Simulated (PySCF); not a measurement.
C3H11NSi2, SMILES C=C([SiH3])N(C)[SiH3].

Coordinates come from a PBE-D3(BJ)/def2-SVP optimisation. This is a generated structure with no PubChem entry under its InChIKey; it may be hypothetical. Other conformers were not sampled.

All values below come from PBE-D3(BJ)/def2-SVP (PySCF).

Frequencies are harmonic and unscaled.

Q: List the normal modes with their intensities. (The exact figures need the calculation; the answer reports its results.)

A: 
| mode | ν (cm⁻¹) | IR (km/mol) | moving atoms (share of kinetic energy) |
|---|---|---|---|
| 1 | 61 | 0.3 | C 40 %, H 37 %, Si 18 % |
| 2 | 63 | 0.3 | H 75 %, Si 15 %, C 9 % |
| 3 | 177 | 1.4 | H 39 %, N 33 %, C 21 % |
| 4 | 195 | 1.0 | Si 56 %, H 29 %, N 8 % |
| 5 | 242 | 0.9 | H 86 % |
| 6 | 258 | 0.1 | H 92 % |
| 7 | 296 | 2.7 | C 43 %, H 35 %, N 16 % |
| 8 | 346 | 1.6 | C 42 %, H 30 %, Si 25 % |
| 9 | 375 | 4.5 | C 38 %, Si 34 %, H 27 % |
| 10 | 398 | 0.2 | H 56 %, C 33 %, N 9 % |
| 11 | 531 | 7.6 | Si 40 %, C 37 %, H 18 % |
| 12 | 641 | 66.9 | H 74 %, Si 12 %, C 11 % |
| 13 | 662 | 26.6 | H 76 %, Si 10 %, C 8 % |
| 14 | 668 | 56.6 | H 70 %, C 21 %, Si 10 % |
| 15 | 688 | 34.9 | H 82 %, Si 11 % |
| 16 | 708 | 1.0 | H 85 %, C 9 % |
| 17 | 758 | 5.6 | H 44 %, C 35 %, N 11 %, Si 9 % |
| 18 | 787 | 45.4 | H 69 %, C 30 % |
| 19 | 878 | 101.4 | H 93 % |
| 20 | 890 | 105.1 | H 94 % |
| 21 | 908 | 31.2 | H 97 % |
| 22 | 915 | 43.9 | H 97 % |
| 23 | 926 | 103.9 | H 96 % |
| 24 | 939 | 277.5 | H 92 % |
| 25 | 984 | 37.5 | H 60 %, C 20 %, N 19 % |
| 26 | 1081 | 39.9 | C 44 %, H 28 %, N 28 % |
| 27 | 1092 | 1.6 | H 73 %, C 20 % |
| 28 | 1203 | 43.7 | N 41 %, H 35 %, C 22 % |
| 29 | 1274 | 94.9 | C 52 %, N 32 %, H 15 % |
| 30 | 1356 | 10.6 | H 78 %, C 19 % |
| 31 | 1400 | 3.2 | H 88 %, C 10 % |
| 32 | 1401 | 5.4 | H 92 % |
| 33 | 1441 | 20.5 | H 94 % |
| 34 | 1580 | 109.9 | C 85 %, H 12 % |
| 35 | 2135 | 111.6 | H 97 % |
| 36 | 2151 | 98.8 | H 97 % |
| 37 | 2158 | 80.1 | H 97 % |
| 38 | 2173 | 103.1 | H 97 % |
| 39 | 2183 | 113.0 | H 96 % |
| 40 | 2200 | 70.3 | H 96 % |
| 41 | 2927 | 43.8 | H 97 % |
| 42 | 2995 | 23.6 | H 91 %, C 9 % |
| 43 | 3060 | 8.0 | H 91 %, C 9 % |
| 44 | 3093 | 5.1 | H 95 % |
| 45 | 3188 | 3.5 | H 90 %, C 10 % |
